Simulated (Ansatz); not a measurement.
Geometry optimisation, Ansatz, RKS BLYP-D4/def2-SVP.

Input file:

```yaml
crystal:
  periodic: [false, false, false]
  atoms:
    - { symbol: Ga, position_ang: [-0.439375, -0.749559, -0.380775] }
    - { symbol: O, position_ang: [0.778637, 1.934519, 0.77398] }
    - { symbol: O, position_ang: [-1.438995, -1.514941, 0.902229] }
    - { symbol: O, position_ang: [1.213218, -1.315315, -0.796614] }
    - { symbol: H, position_ang: [0.279487, 2.177874, -0.030467] }
    - { symbol: Cl, position_ang: [-1.250561, 0.844112, -1.703083] }
    - { symbol: H, position_ang: [1.664352, 1.717804, 0.415552] }
    - { symbol: H, position_ang: [-2.295637, -1.056307, 1.016612] }
    - { symbol: H, position_ang: [1.488875, -2.038287, -0.197434] }
basis:
  gaussian: { orbitals: def2-SVP }
hamiltonian:
  xc: blyp
  dispersion: d4
relax:
  f_tol: 0.03
  max_steps: 50
output:
  orbitals: {}
```

Command:

```bash
$ ansatz run input.yaml --threads 2 --pin off --max-ram 3072MiB --backend cpu --events-out ev --progress --plain --runs-dir out
```

Problem. Where does it end, and by what steps?

Solution. The forces met the threshold. After 12 steps the energy has fallen by 0.543 eV; H7 moved furthest, 0.79 Å. Joined: Ga1–O2.

```json
{"step": "0", "energy less start (eV)": "0.0000", "largest force component (eV/Å)": "0.748", "accepted": "yes"}
{"step": "1", "energy less start (eV)": "-0.1210", "largest force component (eV/Å)": "1.064", "accepted": "yes"}
{"step": "2", "energy less start (eV)": "-0.2818", "largest force component (eV/Å)": "1.055", "accepted": "yes"}
{"step": "3", "energy less start (eV)": "-0.4421", "largest force component (eV/Å)": "0.410", "accepted": "yes"}
{"step": "4", "energy less start (eV)": "-0.4874", "largest force component (eV/Å)": "0.578", "accepted": "yes"}
{"step": "5", "energy less start (eV)": "-0.5130", "largest force component (eV/Å)": "0.316", "accepted": "yes"}
{"step": "6", "energy less start (eV)": "-0.5255", "largest force component (eV/Å)": "0.256", "accepted": "yes"}
{"step": "7", "energy less start (eV)": "-0.5333", "largest force component (eV/Å)": "0.294", "accepted": "yes"}
{"step": "8", "energy less start (eV)": "-0.5395", "largest force component (eV/Å)": "0.112", "accepted": "yes"}
{"step": "9", "energy less start (eV)": "-0.5419", "largest force component (eV/Å)": "0.045", "accepted": "yes"}
{"step": "10", "energy less start (eV)": "-0.5425", "largest force component (eV/Å)": "0.034", "accepted": "yes"}
{"step": "11", "energy less start (eV)": "-0.5426", "largest force component (eV/Å)": "0.047", "accepted": "yes"}
{"step": "12", "energy less start (eV)": "-0.5427", "largest force component (eV/Å)": "0.013", "accepted": "yes"}
```

```xyz
9
Properties=species:S:1:pos:R:3
Ga -0.392 -0.330 -0.245
O 0.580 1.384 0.603
O -1.308 -1.246 1.015
O 1.346 -0.834 -0.557
H 0.475 2.102 -0.058
Cl -1.429 0.756 -1.854
H 1.452 0.956 0.390
H -2.262 -1.039 0.990
H 1.539 -1.750 -0.283
```

Whether the end is a true minimum wasn't checked by a vibrational analysis.

Run time: 26 s on 2 threads of Arm Neoverse V2, with other jobs on the host, peak memory 0.16 GiB.
